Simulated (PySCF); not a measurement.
**Where the electron goes**

Species: C6H6NPSi.
Geometry (GFN2-xTB, Å), atoms numbered from 1 in this order:
```xyz
15
C6H6NPSi angstrom
C      3.7901    1.1438    0.4913
C      2.6892    0.6937    0.3178
C      1.3928    0.1715    0.1153
C      1.2453   -1.1609   -0.2585
C      0.0040   -1.7346   -0.4698
N     -1.1619   -1.1225   -0.3549
C     -1.2801    0.1416   -0.0126
Si    -3.0702    0.7801    0.0605
P      0.0328    1.2566    0.3570
H      4.7521    1.5340    0.6423
H      2.1340   -1.7648   -0.3852
H     -0.0628   -2.7774   -0.7580
H     -3.2267    1.5414    1.3034
H     -3.9598   -0.3733    0.0072
H     -3.2832    1.6789   -1.0778
```

The calculation used TDDFT wB97X-D/def2-SVPD, vertical, gas phase, core orbitals frozen in the response (PySCF).

Frontier orbitals with the atoms that hold most of them (Löwdin shares over 4%, at most four atoms; ? is withheld):

```tsv
orbital	ε (eV)	atoms
HOMO-3	-10.07	C1 26%, P9 22%, C2 22%, C3 12%
HOMO-2	-9.75	C4 22%, C1 14%, C2 12%, C7 12%
HOMO-1	-9.10	?
HOMO	-8.85	?
LUMO	?	P9 27%, C3 18%, C5 12%, N6 10%
LUMO+1	-0.12	C7 23%, C4 17%, N6 14%, P9 13%
LUMO+2	2.05	Si8 22%, C5 11%, P9 10%, C4 8%
```

(1) Which atoms hold the HOMO-1, and with what shares?

(2) Which atoms hold the HOMO, and with what shares?

(3) What is the LUMO energy, and the HOMO–LUMO gap?

Results:

(1) P9 (bonded to 2 C) 29%; C3 (bonded to 2 C and P) 13%; C7 (bonded to N, P and Si) 12%; C1 (bonded to C and H) 12%. By element: carbon 37% or more, phosphorus 29%.

(2) N6 (bonded to 2 C) 44%; P9 (bonded to 2 C) 18%; C7 (bonded to N, P and Si) 14%; C5 (bonded to C, N and H) 7%. By element: nitrogen 44%, carbon 21% or more, phosphorus 18%.

(3) ε(LUMO) = -0.77 eV; the gap is 8.08 eV (0.2969 hartree).

Task: How does S1 compare with the orbital gap of 8.08 eV?

Result: S1 is at 3.43 eV (f = 0.0023), 4.64 eV below the gap, made of HOMO→LUMO (94%). Without the coupling terms of the response equations the lowest excitation would equal the gap.

Task: One configuration dominates each of S1 and S2. Which, and how do the shares of the two leading atoms of either orbital change from the occupied to the empty one?

Result: 
- S1 (3.43 eV, f 0.0023), HOMO→LUMO (94%): N6 44% → 10%, P9 18% → 27%, C3 at most 7% → 18%
- S2 (3.76 eV, f 0.0008), HOMO→LUMO+1 (94%): N6 44% → 14%, P9 18% → 13%, C7 14% → 23%, C4 at most 7% → 17%

Löwdin shares depend on the basis, the more so with diffuse functions.
